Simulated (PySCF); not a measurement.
One of the candidates below gave these computed data.

All candidates are C5H3NO.

| technique | computed result |
| --- | --- |
| 13C NMR | chemical shifts (computed TMS as zero) by class: 185.0 (1 C), 180.9 (1 C), 132.9 (1 C), 114.0 (1 C), 53.1 (1 C) ppm [GIAO PBE0/pcSseg-1] |
| Rotational structure | rotational constants A, B, C: 5.419, 2.210, 1.586 GHz [GFN2-xTB] |
| Dipole | 5.45 D [PBE0/def2-SVPD] |
| UV, first state | lowest singlet excitation: 3.80 eV (327 nm, f = 0.000) [TDDFT PBE0/def2-SVPD] |
| 1H NMR | chemical shifts (computed TMS as zero) by class: 8.74 (1 H), 3.45 (2 H) ppm [GIAO PBE0/pcSseg-1] |
| Triplet | lowest triplet excitation (Tamm–Dancoff): 3.36 eV [TDA PBE0/def2-SVPD] |
| NMR, other nuclei | isotropic shieldings of nuclei other than C and H, by class: -64 (1 N), -277 (1 O) ppm [GIAO PBE0/pcSseg-1] |
| UV, strongest line | among the 6 lowest singlet transitions: S2 at 5.46 eV (227 nm, f = 0.135) [TDDFT PBE0/def2-SVPD] |

Gas-phase values; electronic properties from PySCF, density fitting. Levels stand in brackets. Isolated species at its GFN2-xTB geometry, gas phase. NMR classes are plain means over equivalent atoms (diastereotopic ones count apart unless rotation or inversion swaps them), as if these changed places fast.

Task: Which candidate is it?
A. `C#CC#CC(N)=O`
B. `N#CC1=CCC1=O`
C. `C#Cc1cnoc1`

Result: B. It is `N#CC1=CCC1=O`. Numbering: `[N:1]#[C:2][C:3]1=[CH:4][CH2:5][C:6]1=[O:7]`. Its formula, C5H3NO, gives 5 degrees of unsaturation: 1 ring and 4 π bonds in the structure found. 5 carbons fall into 5 classes; from least to most shielded: ketone carbonyl carbon [C6] (185.0 ppm), alkene CH carbon [C4] (180.9 ppm), fully substituted alkene carbon [C3] (132.9 ppm), nitrile carbon [C2] (114.0 ppm), sp3 carbon next to a carbonyl [C5] (53.1 ppm). Hydrogen classes from least to most shielded: 1 H on an alkene CH carbon, C4 (8.74 ppm), 2 H on an sp3 carbon next to a carbonyl, C5 (3.45 ppm). The other shieldings belong to: -64 ppm, nitrile nitrogen [N1]; -277 ppm, ketone oxygen [O7]. S1 is mainly HOMO→LUMO (weight 0.94); the largest Löwdin shares of the orbital it empties are 0.53 on the ketone oxygen, 0.13 on the ketone carbonyl carbon, 0.13 on the sp3 carbon next to a carbonyl and 0.10 on the fully substituted alkene carbon, of the orbital it fills 0.38 on the alkene CH carbon, 0.17 on the fully substituted alkene carbon, 0.11 on the ketone oxygen and 0.09 on the ketone carbonyl carbon. The optimised geometry has point group Cs and is an asymmetric top.

The others, at the same levels:
- `C#Cc1cnoc1` fails: its computed 13C shifts are 170.3 (1 C), 156.9 (1 C), 109.4 (1 C), 92.8 (1 C), 76.2 (1 C) ppm, 1H shifts are 8.78 (1 H), 8.40 (1 H), 2.92 (1 H) ppm and lowest singlet excitation is 5.67 eV (219 nm, f = 0.122) (against 3.80 eV).
- `C#CC#CC(N)=O` fails: its computed 13C shifts are 153.4 (1 C), 80.1 (1 C), 77.6 (1 C), 73.0 (1 C), 70.7 (1 C) ppm, 1H shifts are 5.21 (1 H), 4.70 (1 H), 1.68 (1 H) ppm and lowest singlet excitation is 4.07 eV (305 nm, f = 0.000) (against 3.80 eV).

Each candidate is one conformer, not necessarily the lowest. The conformers computed, where there is a choice (atom-mapped SMILES and torsion angles):
- `[CH:1]#[C:2][C:3]#[C:4][C:5]([NH2:6])=[O:7]`: H–N6–C5–C4 0°, H–N6–C5–C4 180°
